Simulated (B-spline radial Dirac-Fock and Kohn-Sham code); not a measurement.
Ionisation energies of xenon ions, computed and tabulated

Level of theory: Dirac-Fock energy differences between relaxed states, corrected for Breit and QED terms; a B-spline atomic structure program. Each value is the difference of the configuration-average energies of two neighbouring ions in their tabulated ground configurations. The model has no electron correlation. NIST's values refer to the lowest levels; many for high charge states are themselves semi-empirical or theoretical. Where a p, d or f shell is open in either ion the computed value averages over both j values and all terms, while the table refers to the lowest levels; that difference holds spin-orbit splitting (largest in heavy or highly charged ions), term energies where several electrons share open shells, and correlation, and it can reach 10 % or more.

```
  ion  configuration  computed (eV)         NIST (eV)            kind  NIST − computed (eV)
Xe³⁴⁺       [Ar] 3d2         2195.6          2209 ± 5     theoretical                +13.43
Xe³⁵⁺       [Ar] 3d1         2289.7          2300 ± 5     theoretical                +10.34
Xe³⁶⁺   [Ne] 3s2 3p6         2581.7          2556 ± 5     theoretical                -25.65
Xe³⁷⁺   [Ne] 3s2 3p5         2666.0          2637 ± 4     theoretical                -29.00
Xe³⁸⁺   [Ne] 3s2 3p4         2751.2          2726 ± 4     theoretical                -25.25
Xe³⁹⁺   [Ne] 3s2 3p3         2837.4          2811 ± 4     theoretical                -26.40
Xe⁴⁰⁺   [Ne] 3s2 3p2         2924.5          2975 ± 4     theoretical                +50.54
Xe⁴¹⁺   [Ne] 3s2 3p1         3012.4          3068 ± 4     theoretical                +55.57
Xe⁴²⁺       [Ne] 3s2         3242.5          3243 ± 4     theoretical                 +0.46
Xe⁴³⁺       [Ne] 3s1         3332.6      3333.8 ± 0.5  semi-empirical                 +1.17
Xe⁴⁴⁺   [He] 2s2 2p6         7771.6          7660 ± 4     theoretical               -111.62
Xe⁴⁵⁺   [He] 2s2 2p5         8011.5          7889 ± 4     theoretical               -122.51
Xe⁴⁶⁺   [He] 2s2 2p4         8254.5          8144 ± 4     theoretical               -110.46
Xe⁴⁷⁺   [He] 2s2 2p3         8500.5          8382 ± 4     theoretical               -118.49
Xe⁴⁸⁺   [He] 2s2 2p2         8749.6          8971 ± 4     theoretical               +221.41
Xe⁴⁹⁺   [He] 2s2 2p1         9001.8          9243 ± 4     theoretical               +241.22
Xe⁵⁰⁺       [He] 2s2         9580.7          9581 ± 4     theoretical                 +0.30
Xe⁵¹⁺       [He] 2s1         9810.1    9810.37 ± 0.04     theoretical                 +0.24
Xe⁵²⁺            1s2        40269.0   40271.73 ± 0.03     theoretical                 +2.68
Xe⁵³⁺            1s1        41299.9  41299.89 ± 0.019     theoretical                 -0.06
```

**Question.** Where in this range is the largest relative jump, and why?

**Answer.** From Xe⁵¹⁺ (9810.1 eV) to Xe⁵²⁺ (40269.0 eV), a factor of 4.10. The configuration goes from [He] 2s1 to 1s2, so the next electron comes out of a deeper subshell.
